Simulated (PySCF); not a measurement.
CH₃BrMgS, SMILES [S]([Mg][Br])C. Atoms are numbered in the order given.

```xyz
7

Mg     0.2619     0.2447     0.0000
Br    -0.0917    -2.0789     0.0000
S      0.6492     2.5096     0.0000
C     -1.0338     3.2366     0.0000
H     -1.6055     2.9631     0.8978
H     -0.9053     4.3276     0.0000
H     -1.6055     2.9631    -0.8978
```
Charge 0, spin multiplicity 1.

The structure is a stationary point at PBE0-D3(BJ)/def2-SVP. The structure was generated by enumeration; whether it is a known compound was not checked. Other conformers were not sampled.

Two levels are set side by side: PBE/pcSseg-1 (PySCF) and PBE0/pcSseg-1 (PySCF). GIAO shifts against H2S (³³S), TMS (¹H), TMS (¹³C) at the same level; non-relativistic, no solvent, atoms listed together averaged. Without spin–orbit terms, shifts of atoms bonded to Cl or Br come out too high at both levels. Differences are taken from unrounded values.

```
quantity                    PBE0
-------------------------  -----
δ(³³S) of S3 (ppm)         -22.9
δ(¹³C) of C4 (ppm)          11.8
δ(¹H) of H5, H6, H7 (ppm)   2.35
```

Question: What does PBE give, and how far is it from PBE0? (The exact figures need the calculation; the answer reports its results.)

Answer: 
```tsv
quantity	PBE	PBE minus PBE0
δ(³³S) of S3 (ppm)	11.4	34.3
δ(¹³C) of C4 (ppm)	12.8	1.0
δ(¹H) of H5, H6, H7 (ppm)	2.42	0.07
```

Rough cost on one machine, each run with all the roots and properties that it gave: PBE0 against PBE within a factor of 2.
